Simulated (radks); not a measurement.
Ge+, configuration [Ar] 3d9 4s2 4p2 (not the ground configuration). Method: scalar-relativistic Kohn-Sham, PBE, spin-unpolarised, spherical densities, finite nucleus; Fermi nuclear charge, rms radius 4.0742 fm; computed with a radial shooting solver on a logarithmic mesh with Libxc functionals.

Radial electron density D(r) = 4 pi r^2 rho(r):

r (bohr)  D(r) (e/bohr)
0.002364          1.590
0.002708          2.026
0.003103          2.573
0.003526          3.212
0.00404           4.049
0.004629          5.080
0.005303          6.338
0.006075          7.859
0.00696           9.674
0.007975          11.81
0.009136          14.29
0.01047           17.10
0.01199           20.21
0.01363           23.36
0.01562           26.83
0.01789           30.28
0.0205            33.48
0.02348           36.21
0.0269            38.20
0.03082           39.24
0.03531           39.21
0.04046           38.15
0.04635           36.32
0.0531            34.21
0.06036           32.54
0.06915           31.79
0.07922           32.58
0.09076           35.06
0.104             38.78
0.1191            42.68
0.1365            45.39
0.1564            45.64
0.1792            42.84
0.2053            37.45
0.2333            31.38
0.2673            25.82
0.3062            22.84
0.3508            22.95
0.4019            25.21
0.4605            27.66
0.5276            28.37
0.6044            26.41
0.6925            22.13
0.7933            16.77
0.9089            11.67
1.033             7.934
1.184             5.340
1.356             3.913
1.553             3.185
1.78              2.723
2.039             2.269
2.336             1.749
2.676             1.215
3.066            0.7494
3.513            0.4080
3.993            0.2041
4.574           0.08490
5.241           0.02987
6.004          0.008642
6.879          0.001998
7.881         0.0003579

D(r) has 3 maxima, at r = 0.0329, 0.148, 0.511 bohr, and minima at 0.0691, 0.326 bohr, inside which lie 2.08, 10.96 electrons.
